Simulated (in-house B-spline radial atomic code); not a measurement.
Kr⁷⁺. Computed with a B-spline radial atomic code. Model: all-electron spherical atom, spin shells full or empty, radial basis limit, no spin-orbit coupling, Breit or QED, empty-state partial waves extrapolated as (l+1/2)^-4, RPA, G0W0 and static COHSEX of the highest shell as one setting changes (uncorrelated shells keep exact exchange).

In a row where one electron alone is correlated, RPA and GW hold only self-correlation.

Given: element Kr; charge 7; filled core Ar; hamiltonian one-electron scalar X2C; mean-field start PBE0; highest l of empty states 9; nuclear rms radius 4.1884 fm; highest mean-field shell 4s up.

Shell: 3d 5 5, 4s 1 0 (electrons up and down).

```tsv
lowest nl shells left uncorrelated	RPA correlation energy (hartree)	G0W0 level (eV)	G0W0 minus most complete (meV)	COHSEX level (eV)
0	-2.1781	-126.87	0	-128.57
1	?	?	?	?
2	?	?	?	?
3	-1.3386	-126.86	13.2	-128.54
4	-1.1597	-127	-126.8	-128.8
5	-0.65408	-126.9	-32.2	-128.64
6	-0.023838	-125.95	913.3	-127.24
```

What follows for lowest nl shells left uncorrelated = 2?

RPA correlation energy -1.8422 hartree; G0W0 level -126.88 eV; G0W0 minus most complete -11.7 meV; COHSEX level -128.59 eV.

What follows for lowest nl shells left uncorrelated = 1?

RPA correlation energy -2.0228 hartree; G0W0 level -126.87 eV; G0W0 minus most complete 0.8 meV; COHSEX level -128.56 eV.
